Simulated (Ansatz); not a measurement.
A calculation with Ansatz (development build ahead of 0.2.0).

```yaml
crystal:
  periodic: [false, false, false]
  atoms:
    - { symbol: F, position_ang: [0.0, 0.0, 0.0] }
    - { symbol: F, position_ang: [0.0, 0.0, 3.072] }
    - { symbol: Be, position_ang: [0.0, 0.0, -1.66] }
basis:
  gaussian: { orbitals: pcseg-2 }
magnetization:
  initial_magnetization: 2
hamiltonian:
  xc: pbe
```

The input is written out in the form of the current development build from the run's settings.

Results

```yaml
Converged: yes
Total_energy: -214.16844 hartree
Spin_squared_of_the_determinant: 2.000
Stability_test: minimum among restricted orbitals
```

Caution: stretched shape with no unrestricted run beside it, a lower state can exist; charge can spread falsely over distant fragments; other spin multiplicities may lie lower.
